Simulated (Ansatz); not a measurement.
Born–Oppenheimer molecular dynamics of FGeH$_{5}$O$_{3}$ (10 atoms, charge 0, multiplicity 1). It starts at the highest image of a converged band. Of that band: Neighbouring images differ by up to 1.7 eV, so the band resolves the path poorly. A vibrational analysis at the climbing image gives one clearly imaginary mode, 1080i cm⁻¹: a first-order saddle point.

These are results of RKS B3LYP-D4/def2-SVP (Ansatz), not measurements.

```
ensemble                      : NVE (velocity Verlet)
time step                     : 0.5 fs
steps asked                   : 200
starting velocities drawn for : 300 K
seed                          : 5013
```

First frame:

```xyz
10
Properties=species:S:1:pos:R:3
Ge -0.033 -0.091 -0.067
F 1.429 1.271 -0.346
O 0.937 -0.802 1.223
O -1.658 -0.671 0.368
O 0.094 -0.542 -1.759
H 0.321 1.770 -0.072
H -0.602 1.619 0.143
H 1.837 -0.445 1.199
H -1.687 -0.969 1.288
H -0.638 -1.139 -1.977
```

(1) How far do the bonds stretch over the last three quarters of this one trajectory? (Pairs bonded in most of those frames.)

Results:

(1) 
```csv
bond,mean (Å),spread (Å),shortest,longest
Ge1–F2,1.754,0.110,1.60,1.92
Ge1–O3,1.777,0.025,1.73,1.81
Ge1–O4,1.787,0.061,1.67,1.87
Ge1–O5,1.764,0.019,1.73,1.79
O3–H8,0.970,0.007,0.96,0.98
O4–H9,0.972,0.025,0.93,1.01
O5–H10,0.970,0.007,0.96,0.98
H6–H7,0.762,0.006,0.75,0.77
```

Mean temperature of the second half: 1352 K. The conserved energy stayed within 0.17 meV per atom of its start (net change 0.023 meV per atom), so the integration is sound. The system heated up, since it started high on the potential surface and ran downhill. A run of 0.1 ps of so small a system gives no equilibrium averages. The orbitals stay closed-shell, which can raise the energy where a bond breaks towards radicals; this wasn't checked here.

Run time: 10 min on 2 threads of Arm Neoverse V1, on a shared host, peak memory 0.28 GiB.
